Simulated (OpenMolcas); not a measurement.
V3+ among 6 point charges of -2 e arranged as an octahedron (Oh).

```
Program             : OpenMolcas
Method              : CASSCF
Basis               : ANO-RCC-VDZP [5s4p2d1f]
Scalar Hamiltonian  : DKH2, point nucleus
Active space        : 2 electrons in 5 orbitals (3d)
State averaging     : 2S+1 = 3 even, 10 roots; 2S+1 = 1 even, 15 roots
Spin-orbit coupling : state interaction with AMFI integrals over the reference wave functions
```

All point charges move together. At R = 1.79 Å |10Dq| is 10183 cm-1, and at R = 2.05 Å it is 5221 cm-1.

Question: A third run gives 7213 cm-1. What distance was it run at?

Answer: With a power law R^-n the two known points give n = -ln(5221 / 10183) / ln(2.05 / 1.79) = 4.93. Then R = 1.79 × (10183 / 7213)^(1/4.93) = 1.920 Å. The run was at 1.92 Å, so the estimate is off by 0 Å.

An orbital triplet at a regular site is open to Jahn-Teller coupling, which can distort the site and quench the lowest spin-orbit gaps and is left out. Without dynamic correlation the repulsion within the d shell is too large (B by tens of per cent), so at a given field states of lower spin stand too high. This field is weak: 10Dq is about 7213 cm-1, while octahedral complexes of 3d ions of charge 3 and more, computed by the same method with explicit ligands, had a median near 15000 cm-1. Ground spin and moment need not be those of a real site (figures for R = 1.92; the like holds for R = 2.05). Point charges carry no covalency, so the field is a model and not that of real ligands. No measured value stands beside these numbers.
